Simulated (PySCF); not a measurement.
## [CrO4]3-: bond length varied

The complex [CrO4]3- (charge -3) contains Cr(V), shell d1. The structure is a model geometry with rigid ligands and bond lengths from ionic radii, not a minimum; coordination tetrahedral, point group Td, metal–donor distances 1.73 Å.

The d shell alone is too small an active space for [CrO4]3- (an active orbital has only 0.65 squared overlap with the free ion's shell): its levels, fitted parameters, g values and moments show what this model gives and aren't sound predictions.

```
5

Cr    0.000    0.000    0.000
O     0.999    0.999    0.999
O    -0.999   -0.999    0.999
O    -0.999    0.999   -0.999
O     0.999   -0.999   -0.999
```

Method (PySCF 2.14, density fitting): CASSCF(1,5) with orbitals averaged over all microstates of the shell, strongly contracted NEVPT2 on the averaged canonical orbitals; basis x2c-TZVPall on the metal, x2c-SVPall elsewhere; spin-free X2C; IEF-PCM water; spin-orbit coupling by state interaction with the mean-field operator over all roots.

All metal–ligand distances are scaled together.

```
bond length  group  ground  next state (NEVPT2) / cm⁻¹  orbital energies above the lowest (NEVPT2 fit) / cm⁻¹  μeff(300 K) / μB
    1.592 Å     Td      2E                   2T2 19039                                  0 0 19039 19039 19039              1.72
    1.661 Å     Td      2E                   2T2 17037                                  0 0 17037 17037 17037              1.72
    1.730 Å     Td      2E                   2T2 15492                                  0 0 15492 15492 15492              1.72
    1.799 Å     Td       ?                           ?                                                      ?                 ?
    1.868 Å     Td      2E                   2T2 13952                                  0 0 13952 13952 13952              1.72
```

Q: Fill in the row at 1.799 Å.

A: ground: 2E; next state (NEVPT2) / cm⁻¹: 2T2 14459; orbital energies above the lowest (NEVPT2 fit) / cm⁻¹: 0 0 14459 14459 14459; μeff(300 K) / μB: 1.72.

Q: With what power of the bond length does 10Dq, as fitted to the states, fall?

A: A log–log fit of these points gives 10Dq ∝ R^−2.0; a point-charge model has R^−5 (correlation -0.986).

At 1.592 Å, 1.661 Å, 1.730 Å, 1.799 Å, 1.868 Å the ground state is orbitally degenerate, so the regular structure would distort there (Jahn–Teller).

Charge-transfer states lie outside this active space and may come lower than some of these levels. NEVPT2 on the d shell alone tends to put d–d bands too high for such charged or covalently bound ions.
